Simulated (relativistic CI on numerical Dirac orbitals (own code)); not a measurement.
**Rh²⁺: resonant inelastic scattering at the L2,3 edge**

Computed with this model: Dirac-Coulomb-Breit CI, KLI orbitals optimised for each configuration, a model potential for QED, valence Slater integrals scaled by 0.8, Kramers-Heisenberg scattering through one core-hole configuration in a parametric crystal field; configurations [Kr] 4d7 → [He] 2s2 2p5 3s2 3p6 3d10 4s2 4p6 4d8; 10 K; core-hole width 0.96 eV; summed over polarisations. Incident energies are the highest absorption maxima for each field (at most a few, so the weaker spin-orbit partner edge can be absent), on the computed scale of the free ion. Intensities are in per cent of the strongest line above 0.02 eV; levels within 1 cm⁻¹ are merged; final levels count from the ground level, the first row holds all elastic scattering, lines under 0.4 are left out and each table stops after 24 rows. The scale of the Slater integrals is a model choice and moves the terms in proportion.

Field parameters in Wybourne normalisation: D3d B²₀ = −7Dσ, B⁴₀ = −14Dq − 21Dτ, B⁴₃ = −14√(10/7) Dq; D4h B²₀ = −7Ds, B⁴₀ = 21(Dq − Dt), B⁴₄ = 21√(5/14) Dq. The field is a parameter set, without covalency.

S is read from ⟨S²⟩ = S(S + 1).

D4h, 10Dq = 13000, Ds = -780, Dt = -140 cm⁻¹:

```tsv
Final level (eV)	Degeneracy	Irrep	S	3004.8 eV	3005.8 eV	3148.7 eV
0.000	2	Γ7	0.84	355.6	420.0	28.1
0.131	2	Γ6	1.47	31.0	31.6	0.7
0.212	2	Γ6	1.49	19.4	6.1	0.5
0.288	2	Γ7	1.47	27.7	5.4	1.5
0.338	2	Γ6	1.21	62.4	40.7	4.7
0.460	2	Γ7	1.39	16.6	9.8	4.2
0.503	2	Γ7	1.43	19.4	8.4	3.0
0.721	2	Γ6	0.97	21.7	31.3	10.4
1.506	2	Γ7	0.83	28.4	100.0	14.5
1.645	2	Γ6	0.87	21.0	51.6	4.6
1.722	2	Γ7	0.68	58.0	62.2	17.6
1.747	2	Γ6	1.16	29.2	9.6	6.3
1.784	2	Γ6	1.44	2.6	8.6	0.7
1.790	2	Γ7	1.26	3.0	12.5	9.6
1.950	2	Γ7	1.25	10.2	15.3	9.6
1.967	2	Γ6	1.11	28.3	18.7	8.0
1.988	2	Γ7	1.33	2.1	13.5	2.1
2.030	2	Γ6	0.69	30.5	24.2	12.1
2.118	2	Γ6	1.03	22.6	13.7	5.9
2.148	2	Γ7	0.94	22.3	21.9	8.8
2.228	2	Γ7	0.75	23.4	31.9	13.1
2.333	2	Γ6	0.69	13.8	7.2	24.6
2.478	2	Γ6	0.57	14.7	19.5	17.0
2.751	2	Γ6	1.46	1.2	0.7	0.8
```

D3d, 10Dq = 8100, Dσ = -880, Dτ = 170 cm⁻¹:

```tsv
Final level (eV)	Degeneracy	Irrep	S	3004.4 eV	3005.5 eV	3148.5 eV
0.000	2	Γ4	1.49	390.2	653.9	44.3
0.072	2	Γ4	1.48	74.1	62.1	3.2
0.094	2	Γ5+Γ6	1.47	59.2	62.0	3.7
0.200	2	Γ4	1.43	42.7	50.3	4.1
0.202	2	Γ5+Γ6	1.45	41.9	53.2	5.1
0.293	2	Γ4	1.50	24.7	16.0	2.0
0.799	2	Γ4	0.66	6.3	3.2	2.1
0.839	2	Γ5+Γ6	0.64	7.0	2.6	3.4
1.063	2	Γ5+Γ6	1.42	12.0	100.0	7.3
1.098	2	Γ4	1.46	7.5	37.0	24.4
1.146	2	Γ4	1.44	11.8	49.8	25.9
1.170	2	Γ4	1.46	6.2	27.7	9.2
1.177	2	Γ5+Γ6	1.47	5.1	34.2	7.5
1.241	2	Γ4	1.46	1.9	12.0	10.0
1.638	2	Γ4	0.60	4.4	7.2	18.0
1.658	2	Γ5+Γ6	0.62	4.4	13.9	27.0
1.794	2	Γ4	0.58	3.2	7.1	13.8
1.798	2	Γ5+Γ6	0.71	3.0	11.8	7.1
1.807	2	Γ4	0.63	1.8	5.0	5.9
1.833	2	Γ4	0.70	3.4	7.5	5.1
1.882	2	Γ5+Γ6	1.16	3.6	26.1	4.4
1.931	2	Γ4	1.24	1.3	6.6	8.4
2.120	2	Γ4	0.90	1.2	11.2	5.0
2.169	2	Γ5+Γ6	0.99	3.4	12.6	5.3
```

For the first field the strongest loss at the lowest incident energy is the level at 0.34 eV (S = 1.21, against 0.84 in the thermal ground state). Levels of other spin, the first over 8 % at 0.13 eV, appear because spin-orbit coupling of the core hole, and in heavier ions of the valence shell too, mixes spins.
